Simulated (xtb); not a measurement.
C6H16N2, SMILES CN(C)CCN(C)C. All values are semi-empirical tight-binding results from xtb (GFN2-xTB unless named), good for trends rather than for accurate numbers. Geometry optimised at GFN2-xTB. One conformer was computed; it need not be the lowest.

Q: Estimate the properties. (The exact figures need the calculation; the answer reports its results.)

A: 
```
Property                                         Value
--------------------------------------  --------------
point group as xtb finds it                         C2
orbital gap                                   10.13 eV
dipole moment                                   1.11 D
zero-point energy                       136.4 kcal/mol
G − E(el) at 298.15 K (modified RRHO)   114.7 kcal/mol
static polarisability (D4 model)            94.5 bohr³
solvation energy, GFN2-xTB/ALPB(water)   -1.2 kcal/mol
solvation energy, GFN2-xTB/ALPB(dmf)     -6.6 kcal/mol
```

Computed IR lines (harmonic; lines under 4 % of the strongest left out, lines within 3 cm⁻¹ merged):
ν (cm⁻¹): 835 (w), 943 (w), 1060 (w), 1151 (w), 1286 (w), 1361 (w), 1509 (w), 2760 (w), 2763 (m), 2825 (m), 2837 (vs), 2945 (w), 2956 (m), 3004 (m), 3013 (w), 3018 (m), 3049 (w) (against the strongest line: vs over 80 %, s over 45 %, m over 15 %, w over 4 %, vw less)
